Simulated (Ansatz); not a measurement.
Q: Name a neutral molecule of B, C, N, Si and H with HOMO–LUMO gap (ωB97M-V/def2-TZVPP) between 12.35 and 12.65 eV and HOMO energy (B3LYP/def2-TZVPP) between -8.30 and -8.00 eV (Ansatz, PBE0-D4/def2-TZVP geometry).

A: `CCBN[SiH3]` (12.43 eV, -8.02 eV); `CBN[SiH3]` (12.43 eV, -8.03 eV). Other molecules can fit too; these were computed, each in one conformer that needn't be the lowest.

B3LYP here is the variant with VWN-RPA as its local correlation; programs differ in this.
